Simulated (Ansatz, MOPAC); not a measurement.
Molecule: SiNHCl3 (charge 0, doublet). SMILES: [NH][Si](Cl)(Cl)Cl

Atoms: N1, Si2, Cl3, Cl4, Cl5, H6. Bonds: N1-Si2, N1-H6, Si2-Cl3, Si2-Cl4, Si2-Cl5.

Bond lengths (Å) and angles (degrees) optimised at PM3 with MOPAC; PM7 with MOPAC; HF/STO-3G with Ansatz (a first-principles code); HF/6-31G* with Ansatz, each started from the B3LYP-D3(BJ)/def2-TZVP structure (Ansatz) of the last column. A row stands for all coordinates that are equal there. 6-31G* holds six Cartesian d functions. At PM3 the structure is a saddle point. At PM7 the structure is a saddle point. No wavenumbers were computed at HF/STO-3G, so these may be saddle points.

```
coordinate     PM3    PM7  HF/STO-3G  HF/6-31G*  B3LYP-D3(BJ)/def2-TZVP
-----------  -----  -----  ---------  ---------  ----------------------
N1-Si2       1.743  1.767      1.797      1.735                   1.731
N1-H6        0.984  1.007      1.056      1.009                   1.024
Si2-Cl3      2.063  2.003      2.078      2.039                   2.044
Si2-Cl5      2.041  1.997      2.069      2.027                   2.031
N1-Si2-Cl3   110.4  109.4      110.2      109.6                   109.5
N1-Si2-Cl5   109.1  107.5      109.1      109.1                   109.3
Cl3-Si2-Cl4  109.3  110.7      109.0      109.7                   110.3
Cl3-Si2-Cl5  108.9  109.9      109.1      109.3                   109.1
Si2-N1-H6    126.7  123.4      106.2      115.7                   112.6
```

Mean signed difference of all 5 bond lengths from B3LYP-D3(BJ)/def2-TZVP: PM3 0.004 Å, PM7 -0.019 Å, HF/STO-3G 0.041 Å, HF/6-31G* -0.005 Å.
